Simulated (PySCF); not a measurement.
SMILES [SiH3]OCO (CH6O2Si) at its PBE/def2-SVP optimised geometry (Å):

```
10

O      1.0801    -1.4894     0.0000
C     -0.3229    -1.4894     0.0000
O     -0.8753    -0.1919     0.0000
Si    -0.3109     0.9892     1.0778
H      1.3721    -1.1169    -0.8548
H     -0.7494    -2.0097    -0.8901
H     -0.6171    -2.0479     0.9190
H     -0.1429     0.4165     2.4615
H      0.9875     1.6079     0.6353
H     -1.3721     2.0479     1.0775
```

Calculation: PBE/def2-TZVP in PySCF 2.14.0.

Map of the Laplacian of the electron density (e/bohr⁵), clipped to [-1.50, 1.50] on the plane z = 0.6 Å:

```
|=========================|
|=========================|
|=========================|
|=========================|
|=========================|
|=======+++++++++=========|
|=======++++++++++========|
|======++===++===++=======|
|=======++=+*+=. ++=======|
|=======+++%@@===++=======|
|=======+++#@@++++========|
|=======+++++++++=========|
|======+++*++++++=========|
|=======++***++++++=======|
|=======++**+++++++=======|
|=======+++++++***++======|
|========++=-+*#**++======|
|========++-:++***++======|
|========++==++++++=======|
|========+++++++++========|
|==========+++============|
|=========================|
|=========================|
|=========================|
|=========================|
```
Scale: ten equal steps from -1.47 (start of ' ') to 1.50 (end of '@'), in the order ' .:-=+*#%@'; x runs from -4.50 to 4.50, y from -4.50 (bottom) to 4.50 (top).
